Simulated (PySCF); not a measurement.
## Two probes of the same atoms: core binding energy and nuclear shielding

Compound: C₆H₁₃NSi.
Atom-mapped SMILES: `[CH2:1]1[CH2:2][SiH2:3][N:4]([CH:5]2[CH2:6][CH2:7]2)[CH2:8]1`

Binding energies: delta-SCF UKS SCAN, pcX-2 on the ionised atom, pcseg-1 elsewhere, spin-free X2C in PySCF. Shieldings: GIAO B97-2/pcSseg-1, non-relativistic, same geometry.

```csv
atom,isotropic shielding (ppm)
C1,154.7
C2,174.0
C5,153.8
C6,174.4
C8,131.2
```

Question: What are the C 1s binding energies of these atoms?

Answer: 
```json
{"atom": "C2", "environment": "sp3 carbon bound to silicon", "C 1s (eV)": "289.93", "isotropic shielding (ppm)": "174.0"}
{"atom": "C6", "environment": "three-membered-ring carbon", "C 1s (eV)": "290.44", "isotropic shielding (ppm)": "174.4"}
{"atom": "C1", "environment": "ring CH2 carbon", "C 1s (eV)": "290.54", "isotropic shielding (ppm)": "154.7"}
{"atom": "C8", "environment": "sp3 carbon bound to nitrogen", "C 1s (eV)": "291.10", "isotropic shielding (ppm)": "131.2"}
{"atom": "C5", "environment": "sp3 carbon bound to nitrogen", "C 1s (eV)": "291.21", "isotropic shielding (ppm)": "153.8"}
```

Question: Among the listed atoms, is the one with the highest binding energy also the least shielded?

Answer: No. The highest binding energy is at C5 (291.21 eV, shielding 153.8 ppm), the lowest shielding at C8 (131.2 ppm, 291.10 eV).

By binding energy: C2 < C6 < C1 < C8 < C5. By shielding: C8 < C5 < C1 < C2 ≈ C6.

Of atoms equivalent by bonding only the ionised one is listed; its partners' own values can differ in this conformer. One conformer (not necessarily the lowest) at the PBE0-D3(BJ)/def2-SVP geometry, without solvent, vibrations or thermal averaging.
